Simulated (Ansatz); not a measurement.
Input for Ansatz (an electronic-structure program): R-CCSD(T)/def2-SVP on FH5N2Sn (SMILES [NH2][SnH]([NH2])[F]), a point of a torsion scan. Elements past Kr take the def2 small-core potentials; no spin–orbit coupling. The run froze 12 orbitals, filled d shells among them.

Ansatz 0.2 input:
```yaml
crystal:
  periodic: [false, false, false]
  atoms:
    - {symbol: N, position_ang: [-1.61090894, -0.51475724, 0.47338177]}
    - {symbol: Sn, position_ang: [-0.00107452, 0.38905722, -0.27654628]}
    - {symbol: N, position_ang: [-0.53063502, 1.70065313, -1.71728511]}
    - {symbol: F, position_ang: [0.47318500, 1.65755774, 1.09287901]}
    - {symbol: H, position_ang: [-1.74830810, -1.47503066, 0.18848905]}
    - {symbol: H, position_ang: [-2.46296396, -0.00609703, 0.27136825]}
    - {symbol: H, position_ang: [1.35274011, -0.62033647, -0.32436888]}
    - {symbol: H, position_ang: [-0.35284667, 1.39736612, -2.66697693]}
    - {symbol: H, position_ang: [-0.04841511, 2.58396280, -1.59563852]}
basis:
  gaussian:
    orbitals: def2-SVP
magnetization: {spin_polarized: false}
correlation: {method: ccsd_t, electrons: outside_noble_gas}
scf: {lower_state_search: off}
```

The log:

```
WARN ansatz: RAYON_NUM_THREADS=1 ignored (pool sized by the plan → 1); use --threads N
Functional definition: HF
these checks for a lower state are left out or cut short: stability, starts, cluster_reference, orbital_swaps, neighbouring_geometries, increment
integrals: 0.11 GiB planned
1015 factors; integrals over basis functions are off by at most 1.2e-3 eV
mean field: 0.26 GiB planned
mean field evaluation 1: about -11544.7341 eV, gradient 4.8e1 eV
mean field evaluation 2: about -11544.8599 eV, gradient 4.9e1 eV
mean field evaluation 4: about -11549.7106 eV, gradient 2.6e0 eV
mean field evaluation 8: about -11549.7525 eV, gradient 2.5e-1 eV
mean field -11549.75270949 eV, -424.4455833704 hartree, gradient 1.6e-6 eV, S^2 0.000000; 0 other end points of the search recorded, 0 dependent functions left out
12 core orbitals not correlated, not the lowest: weight in the atoms' cores, before any rotation towards them, 0.816 or more for the frozen orbitals, at most 0.181 for the correlated occupied ones
reference -11549.75270949 eV, -424.4455833704 hartree; 13, 13 occupied and 68, 68 virtual orbitals, 1015 factors
second order -16.98860780 eV of doubles, -0.00000000 eV of singles
coupled cluster: 0.31 GiB planned
cycle   1  -17.28306249 eV  change   -2.9e-1 eV  update   9.8e-2
cycle   2  -17.67957260 eV  change   -4.0e-1 eV  update   3.0e-2
cycle   3  -17.80540867 eV  change   -1.3e-1 eV  update   1.7e-2
cycle   4  -17.80359119 eV  change    1.8e-3 eV  update   4.1e-3
cycle   5  -17.80029400 eV  change    3.3e-3 eV  update   1.8e-3
cycle   6  -17.80056745 eV  change   -2.7e-4 eV  update   7.1e-4
cycle   7  -17.80042542 eV  change    1.4e-4 eV  update   2.5e-4
cycle   8  -17.80031947 eV  change    1.1e-4 eV  update   9.9e-5
cycle   9  -17.80031997 eV  change   -5.0e-7 eV  update   4.1e-5
cycle  10  -17.80033304 eV  change   -1.3e-5 eV  update   1.4e-5
perturbative correction -0.39571644 eV, -0.0145423111 hartree
Total energy: -11567.94875898 eV, -425.1142758553 hartree
Checks for a lower state left out: stability, starts, cluster_reference, orbital_swaps, neighbouring_geometries, increment
```

The run converged.

Cost: very roughly 6 core-seconds.
